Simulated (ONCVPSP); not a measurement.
## Configuration tests for V (ONCV)

```
Element                 : V (Z = 23)
Generator               : ONCVPSP 4.0.1
Type                    : optimised norm-conserving Vanderbilt (ONCV)
Functional              : PBE
Relativity              : non-relativistic
Frozen core             : [Ne]
Valence charge          : 13
Reference configuration : 3s2 3p6 3d3 4s2
Partial waves           : 3s+4s: rc 1.40 bohr, ncon 4, nbas 8, qcut 6.9 1/bohr, 2 projectors; 3p: rc 1.25 bohr, ncon 4, nbas 8, qcut 9.7 1/bohr, 1 projector; 3d: rc 2.20 bohr, ncon 4, nbas 8, qcut 7.5 1/bohr, 1 projector; f scattering state at 0.37 Ha: rc 2.35 bohr, ncon 4, nbas 7, qcut 5.4 1/bohr, 2 projectors, debl 1.4 Ha
Local potential         : polynomial inside 1.00 bohr (lpopt 5, dvloc0 -1 Ha)
Core correction         : Teter function fitted to the true core (icmod 2), fcfact 0.7
```

Energies are relative to the spin-unpolarised reference configuration 3s2 3p6 3d3 4s2; without spin polarisation the order of configurations can differ from experiment.

**Question.** Give the all-electron excitation energy and the error of the potential for: 3s2 3p6 3d3 4s1; 3s2 3p6 3d3 4s0; 3s2 3p6 3d2 4s0; 3s1 3p6 3d3 4s2.

**Answer.**

```csv
valence configuration,charge,ΔE all-electron (eV),error AE − PS (meV)
3s2 3p6 3d3 4s1,+1,7.659,+0.7
3s2 3p6 3d3 4s0,+2,21.831,-2.1
3s2 3p6 3d2 4s0,+3,50.899,+97
3s1 3p6 3d3 4s2,+1,76.360,-465
```

Note: no bound ghost flagged; GHOST(+) flagged for f at 52.1 eV.
